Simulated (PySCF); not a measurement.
Method: PySCF with B3LYP-D3(BJ)/def2-TZVP // PBE-D3(BJ)/def2-SVP. Gas-phase values, no solvent. One relaxed conformer stands for a flexible species; it need not be the lowest. B3LYP has the VWN-RPA correlation part, as in Gaussian. 

Reference species: [Hf(Cl)3(NH2)] (neutral, multiplicity 1).

| Item | Result |
|---|---|
| mean distance from the central atom to its bonded neighbours | 2.270 Å |
| LUMO | -1.95 eV |

Changed species: [Hf(Cl)4] (0 of 4 Cl replaced by NH2; the reference has 1 of 4 Cl replaced by NH2).

Task: Predict the effect on the mean distance from the central atom to its bonded neighbours and LUMO.

Result: the mean distance from the central atom to its bonded neighbours increases by 0.067 Å, to 2.337 Å; the LUMO falls by 0.50 eV, to -2.45 eV.
